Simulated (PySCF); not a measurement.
**`CC(C)C[O+](C)[BH2-]F`, C5H14BFO**

Geometry:
```
atom   x (Å)   y (Å)   z (Å)
  C1  -2.355  -0.977   0.210
  C2  -1.047  -0.621  -0.492
  C3  -1.291   0.321  -1.668
  C4  -0.098   0.040   0.514
  O5   1.179   0.331  -0.059
  C6   2.049  -0.782  -0.101
  B7   1.927   1.673   0.651
  F8   0.951   2.628   0.558
  H9  -2.182  -1.681   1.021
 H10  -3.048  -1.430  -0.495
 H11  -2.818  -0.084   0.622
 H12  -0.594  -1.546  -0.866
 H13  -0.347   0.621  -2.116
 H14  -1.804   1.217  -1.329
 H15  -1.900  -0.163  -2.427
 H16  -0.513   1.003   0.815
 H17   0.030  -0.586   1.407
 H18   2.288  -1.136   0.907
 H19   1.596  -1.590  -0.678
 H20   2.964  -0.454  -0.588
 H21   2.155   1.356   1.777
 H22   2.847   1.880  -0.069
```

Computed, not measured: GIAO PBE0/pcSseg-1 magnetisability, rotational g tensor and spin-rotation constants, non-relativistic, gas phase (PySCF). Geometry: GFN2-xTB.

How diamagnetic is it, and how anisotropic?

Isotropic -1418 × 10⁻³⁰ J/T², or -85.4 × 10⁻⁶ cm³/mol; principal values -1461, -1434, -1361 × 10⁻³⁰ J/T², anisotropy 90 × 10⁻³⁰ J/T² (root of half the summed squared differences of the principal values). The susceptibility is in cgs units.

Split it along the inertial axes a, b, c into diamagnetic and paramagnetic parts about the centre of mass, with the quadrupole moment.


| axis | χ (10⁻⁶ cm³/mol) | diamagnetic (10⁻⁶ cm³/mol) | paramagnetic (10⁻⁶ cm³/mol) | summed x² of all electrons (Å²) | quadrupole Θ (D Å) |
| --- | --- | --- | --- | --- | --- |
| a | -82.8 | -573.5 | 490.7 | 219.6 | -8.35 |
| b | -87.9 | -1143.3 | 1055.4 | 85.3 | +6.39 |
| c | -85.6 | -1293.5 | 1207.9 | 49.9 | +1.95 |

Anisotropies 2χaa − χbb − χcc = +7.9 and 2χbb − χaa − χcc = -7.3 × 10⁻⁶ cm³/mol. Θ is traceless in Buckingham's convention.

And the rotational g tensor?


```tsv
axis	rotational constant (GHz)	g	nuclear part	electronic part
a	2.7304	-0.0097	0.6197	-0.6294
b	1.2016	-0.0063	0.5895	-0.5958
c	1.0303	-0.0052	0.5794	-0.5847
```
Asymmetric top; isotopes 11B, 12C, 19F, 1H, 16O; no vibrational averaging.
